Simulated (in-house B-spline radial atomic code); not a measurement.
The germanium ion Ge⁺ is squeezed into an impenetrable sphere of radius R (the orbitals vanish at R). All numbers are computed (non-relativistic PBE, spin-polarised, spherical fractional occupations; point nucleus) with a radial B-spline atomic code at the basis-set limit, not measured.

Energies in eV above the free ion in [Ar] 3d10 4s2 4p1:

```
R (bohr)  highest level (eV)  [Ar] 3d10 4s2 4p1  [Ne] 3s2 3p5 3d10 4s2 4p1 4d1  [Ar] 3d10 4s2 4d1  -dE/dV in [Ar] 3d10 4s2 4p1 (GPa)
    8.37               -11.7           0.004649                          126.7              9.114                            0.00915
    6.54               -11.5            0.08347                          127.3              10.02                              0.262
    4.92               -10.4              1.041                          130.1              13.25                                5.8
    4.59               -9.79               1.75                          131.6              14.81                               11.3
    3.69               -5.79              7.389                          141.5              24.18                               76.2
     2.8                7.74              33.58                          180.3              57.76                                664
    2.63                13.2              45.86                          197.3               72.1                               1060
    2.12                44.5              126.6                          303.5              160.2                               5200
    1.65                 125                383                          617.9              421.8                              31600
     1.3                 291               1043                           1382               1072                             167000
```

(1) Does [Ne] 3s2 3p5 3d10 4s2 4p1 4d1 fall below [Ar] 3d10 4s2 4p1 under compression?

(2) Does [Ar] 3d10 4s2 4d1 fall below [Ar] 3d10 4s2 4p1 under compression?

The highest level is first positive in the row R = 2.8 bohr, pushed up by confinement above the zero of the free ion's potential. Each configuration is held fixed and needn't be the lowest in the sphere.

Answers

(1) No, it stays above over the whole range.

(2) No, it stays above over the whole range.
